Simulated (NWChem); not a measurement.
C$_{3}$H$_{6}$OSi; SMILES C(#C)CO[SiH3]

```xyz
11

C      0.3446     3.0852     0.0000
C     -0.0842     1.9539     0.0000
C     -0.6300     0.5987     0.0000
O      0.3924    -0.3604     0.0000
Si     0.1242    -2.0072     0.0000
H      0.7317     4.0876     0.0000
H     -1.2842     0.4855     0.8878
H     -1.2842     0.4855    -0.8878
H      1.4650    -2.6474     0.0000
H     -0.6515    -2.4168     1.2131
H     -0.6515    -2.4168    -1.2131
```
Atoms are numbered in this order, from 1.

All runs: NWChem. Coordinates come from a PBE0/def2-SVP optimisation. Level: PBE0/def2-SVP with SMD (1 M gas to 1 M solution), gas-phase geometry. Reactions with the solvent are ignored.

Question: What does the run give for solvent water? Quantities: solvation free energy (kcal/mol); cavity-dispersion-structure term (kcal/mol); dipole in solution (D).

Answer: 
```yaml
solvation free energy (kcal/mol): -1.4
cavity-dispersion-structure term (kcal/mol): 4.8
dipole in solution (D): 1.71
```
